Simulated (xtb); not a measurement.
C7H16, charge +1, doublet, geometry from GFN2-xTB (a state made from the parent by changing its charge; the spin is typed, not shown lowest). Base run: GFN2-xTB (xtb 6.7.1).

xtb was given this input:
```
$ xtb mol.xyz --gfn 2 --chrg 1 --uhf 1 --json

# file mol.xyz
23

C     -3.81786694     0.29819405    -0.08883045
C     -2.54182928    -0.42095989     0.27154081
C     -1.27228489     0.29834115    -0.13294734
C      0.00519143    -0.44727359     0.23362905
C      1.26530876     0.30269556    -0.18099839
C      2.55155430    -0.41691105     0.16611300
C      3.81077492     0.31282717    -0.23033059
H     -4.68570559    -0.27018872     0.23326772
H     -3.89216475     0.46424564    -1.16552759
H     -3.86129991     1.28853652     0.36893855
H     -2.53220905    -0.61535831     1.35411852
H     -2.55900659    -1.42762342    -0.17119513
H     -1.29036080     0.48301512    -1.21384673
H     -1.25900435     1.29389970     0.32695949
H     -0.00223394    -1.43463050    -0.23837709
H      0.02612445    -0.62368399     1.31351783
H      1.26971730     1.29554927     0.28483076
H      1.23825699     0.49361278    -1.26064941
H      2.55579297    -1.41654175    -0.29277510
H      2.58286809    -0.62819100     1.24502999
H      3.84049942     0.50355400    -1.30501977
H      4.69186285    -0.26029757     0.04382668
H      3.87177308     1.29262181     0.24784481
```

Variants of this job, named by their change:

| change | ΔE vs base (kJ/mol) | G_solv (kcal/mol) | SCF cycles |
|---|---|---|---|
| base | 0.00 | - | 13 |
| acc = 30 | 0.00 | - | 10 |
| etemp = 3000 | -44.8 | - | 9 |
| alpb = thf | -200.2 | -48.87 | 12 |
| alpb = acetonitrile | -192.7 | -46.62 | 12 |
| alpb = dmso | -200.6 | -48.51 | 12 |
| etemp = 5000 | -90.0 | - | 9 |

ALPB and GBSA are two models with their own fitted parameters for each solvent, which aren't always the measured dielectric constant.
